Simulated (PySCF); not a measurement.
Excitations are Tamm–Dancoff values on a coarser integration grid. The basis has no diffuse functions, so Rydberg states are missing or too high.

Cartesian coordinates (Å):
```xyz
9

N     -1.4736    -0.6151    -0.0469
Al     0.0673     0.2593    -0.0254
N      1.5980    -0.5918     0.2037
O      0.1546     1.9473    -0.2229
H     -2.3789    -0.1924    -0.1712
H     -1.5716    -1.6116     0.0643
H      2.4954    -0.1351     0.2211
H      1.7055    -1.5838     0.3347
H     -0.5967     2.5232    -0.3574
```
Charge 0, spin multiplicity 1.

**Question.** What is the computed brightest of the four lowest singlets (TDA), T1 excitation (TDA), HOMO–LUMO gap, dipole moment and S1–T1 gap (TDA) (TPSSh-D3(BJ)/def2-TZVP // B3LYP-D3(BJ)/def2-TZVP (PySCF))?

**Answer.** 
brightest of the four lowest singlets (TDA): 5.89 eV
T1 excitation (TDA): 5.08 eV
HOMO–LUMO gap: 5.86 eV
dipole moment: 1.52 D
S1–T1 gap (TDA): 0.25 eV
